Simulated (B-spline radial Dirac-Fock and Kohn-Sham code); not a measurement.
# The M5 (3d5/2) hole of hafnium ions: width and yield against charge

Calculated with a radial B-spline solver, using independent-particle radiative and Coulomb Auger rates from relativistic LDA hole-state orbitals, with Dirac-Fock energies. Tabulated ground configurations, configuration averages; single configurations, so decays that open only by mixing (as 1s 2s² with 1s 2p² in Be-like ions) are missing and such tiny yields are far too low.

| ion | configuration | radiative (eV) | non-radiative (eV) | yield |
| --- | --- | --- | --- | --- |
| Hf | [Xe] 4f14 5d2 6s2 | 0.0281 | 1.65 | 0.0168 |
| Hf⁺ | [Xe] 4f14 5d1 6s2 | 0.0281 | 1.65 | 0.0168 |
| Hf²⁺ | [Xe] 4f14 5d2 | 0.0281 | 1.65 | 0.0167 |
| Hf³⁺ | [Xe] 4f14 5d1 | 0.0282 | 1.65 | 0.0168 |
| Hf⁴⁺ | [Xe] 4f14 | 0.0283 | 1.64 | 0.0169 |
| Hf⁵⁺ | [Xe] 4f13 | 0.0276 | 1.63 | 0.0167 |
| Hf⁶⁺ | [Kr] 4d10 4f13 5s2 5p5 | 0.0278 | 1.63 | 0.0168 |
| Hf⁷⁺ | [Kr] 4d10 4f13 5s2 5p4 | 0.0280 | 1.64 | 0.0168 |
